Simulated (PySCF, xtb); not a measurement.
C₆H₉O, SMILES O=C1C[CH]CCC1, multiplicity 2. Other conformers were not sampled.

Harmonic wavenumbers (cm⁻¹) from GFN2-xTB in xtb 6.7.1 at its own minimum, in rising order: 111, 176, 266, 376, 407, 484, 499, 575, 633, 790, 862, 891, 912, 962, 981, 1028, 1058, 1073, 1108, 1161, 1172, 1180, 1189, 1230, 1282, 1290, 1312, 1334, 1444, 1464, 1475, 1484, 1732, 2934, 2965, 2973, 2983, 2991, 3005, 3008, 3035, 3123.

### Question
What does PBE-D3(BJ)/def2-SVP run with PySCF give at its own minimum? (Estimate from the structure and the level; the computed values follow.)

### Answer
72, 124, 225, 355, 402, 418, 477, 495, 650, 737, 789, 842, 853, 906, 944, 1012, 1018, 1047, 1110, 1118, 1147, 1181, 1213, 1236, 1278, 1284, 1302, 1335, 1370, 1386, 1398, 1414, 1786, 2872, 2890, 2950, 2971, 3024, 3035, 3056, 3067, 3134. Paired by order, the mean absolute difference is 37 cm⁻¹ and the zero-point energies are 84.3 and 82.8 kcal/mol.
